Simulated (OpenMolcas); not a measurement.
## W5+ in a point-charge field

W5+ among 8 point charges of -0.78 e arranged as a cube (Oh), 2.11 Å from the ion.
```
   1.2182    1.2182    1.2182  -0.78
   1.2182    1.2182   -1.2182  -0.78
   1.2182   -1.2182    1.2182  -0.78
   1.2182   -1.2182   -1.2182  -0.78
  -1.2182    1.2182    1.2182  -0.78
  -1.2182    1.2182   -1.2182  -0.78
  -1.2182   -1.2182    1.2182  -0.78
  -1.2182   -1.2182   -1.2182  -0.78
```

```json
{"Program": "OpenMolcas", "Method": "CASSCF", "Basis": "ANO-RCC-VTZP [8s7p5d3f2g1h]", "Scalar Hamiltonian": "DKH2, point nucleus", "Active space": "1 electron in 5 orbitals (5d)", "State averaging": "2S+1 = 2 even, 5 roots", "Spin-orbit coupling": "RASSI with atomic mean-field integrals over the reference wave functions"}
```

The lowest spin-free states (labels of O, the rotations of Oh), above the lowest:

```json
{"State": "2E", "Degeneracy": "2", "E (cm-1)": "0.0", "Free-ion L (%)": "D (100)"}
{"State": "2T2", "Degeneracy": "3", "E (cm-1)": "3570", "Free-ion L (%)": "D (100)"}
```

The lowest levels with spin-orbit coupling:

| E (cm-1) | Degeneracy | Label | 2S+1 | g |
| --- | --- | --- | --- | --- |
| 0.0 | 4 | Γ8 | 2 |  |
| 8876 | 4 | Γ8 | 2 |  |
| 10720 | 2 | Γ7 | 2 | 2.00 2.00 2.00 |

Powder χT (cm3 K/mol): 0.255 at 2 K, 0.255 at 10 K, 0.256 at 50 K, 0.257 at 100 K, 0.26 at 200 K, 0.263 at 300 K. The effective moment at 300 K is 2.828 √(χT) = 1.45 μB.

The lowest level has 2S+1 = 2, for which the spin-only value is χT = S(S+1) / 2 = 0.375 cm3 K/mol (g = 2). The computed 0.263 at 300 K differs by -0.112, through orbital momentum, spin-orbit coupling and any other state in reach.

The gap between the two states is 10Dq = -3570 cm-1 (negative for this site).

Spin-orbit coupling mixes the spin-free states strongly: the lowest level takes only 60 % from its leading state, 2E. An orbital doublet at a regular site is open to a Jahn-Teller distortion, which this geometry leaves out. The ground term spreads over less than 5000 cm-1, several times less than with real ligands, so orbital moments are less quenched and χT lies further from the spin-only value than at real sites. Point charges carry no covalency, so the field is a model and not that of real ligands. No measured value stands beside these numbers.
